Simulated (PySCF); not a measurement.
# Static response to an electric field

Species: C7H15NOSi.
Cartesian coordinates in Å at the PBE0-D3(BJ)/def2-SVP level; atoms count from 1:
```xyz
25
C7H15NOSi angstrom
C      5.1281   -0.6452    0.1614
C      3.6523   -0.4314    0.2352
C      2.7847   -0.9444   -0.6469
O      1.4464   -0.7965   -0.6470
Si     0.5055    0.1157    0.4163
N     -1.1485    0.0171   -0.0020
C     -2.0607   -1.0419    0.3816
C     -3.4409   -0.3651    0.3739
C     -3.2753    0.8560   -0.5557
C     -1.8157    0.7902   -1.0308
H      5.6741    0.3086    0.0639
H      5.5147   -1.1382    1.0694
H      5.3997   -1.2740   -0.7003
H      3.2747    0.1812    1.0635
H      3.1327   -1.5626   -1.4840
H      0.6830   -0.4414    1.7883
H      0.9470    1.5363    0.3129
H     -1.7888   -1.4625    1.3622
H     -2.0405   -1.8753   -0.3493
H     -3.7149   -0.0429    1.3889
H     -4.2248   -1.0555    0.0300
H     -3.9771    0.8429   -1.4024
H     -3.4527    1.7888   -0.0010
H     -1.3512    1.7821   -1.1444
H     -1.7566    0.2859   -2.0164
```

Level: B3LYP/def2-SVPD (PySCF), static field, nuclei fixed, core orbitals frozen in the response. The polarisability tensor in these axes (au):

```
x   160.64  -1.98   6.95
y    -1.98 104.27  -0.20
z     6.95  -0.20 105.84
```

Q: Diagonalise the tensor; give its mean and Δα, where Δα² is half the sum of the squared differences of the eigenvalues.

A: Principal values 104.20, 104.98 and 161.57 au; mean 123.58 au = 18.31 Å³ = 20.38 × 10⁻⁴⁰ C²·m²/J; Δα = 56.99 au (46 % of the mean).

Q: What is the dipole moment, and where does it point?

A: (-1.06, 0.24, 0.12) D, 1.10 D in size, pointing from the negative to the positive side. Measured along this direction, the outermost atoms are H13 and H12 at the negative end and H22 and H21 at the positive end.

Q: What would n − 1 = 2πNα be for an ideal gas of these molecules at 298.15 K and 1 atm, electronic part alone?

A: N = p/kT = 2.4615 × 10¹⁹ cm⁻³, so n − 1 = 2π × N × 18.31 × 10⁻²⁴ cm³ = 2832 × 10⁻⁶ at long wavelengths.

Q: Rayleigh depolarisation ratio (linearly polarised light, static tensor)?

A: ρ = 3Δα²/(45ᾱ² + 4Δα²) = 9741.9/(687293 + 12989.2) = 0.0139.

Q: Find the Langevin capture rate constant for O2+ (31.990 u) meeting this molecule (157.092 u), k = 2.342 × 10⁻⁹ cm³/s × √(α in Å³ / reduced mass in u).

A: The reduced mass is 26.58 u, so k = 1.94 × 10⁻⁹ cm³/s. The formula leaves out the permanent dipole, which adds to the capture rate.

Q: How large is μ²/3kT at 298 K beside α?

A: In Gaussian units μ²/3kT = 9.75 Å³ against 18.31 Å³, a ratio of 0.53; the Debye molar polarisation (4π/3)N_A(α + μ²/3kT) is 70.8 cm³/mol, leaving out the vibrational part.

Q: Directions of the eigenvectors, and the extent of the frame along each?

A: Largest value along (0.99, -0.03, 0.12), where the nuclei span 9.79 Å; middle along (-0.12, 0.05, 0.99), 3.76 Å; least along (0.04, 1.00, -0.05), 3.72 Å. 

The structure is a single PBE0-D3(BJ)/def2-SVP conformer in the gas phase; no vibrational or solvent corrections.
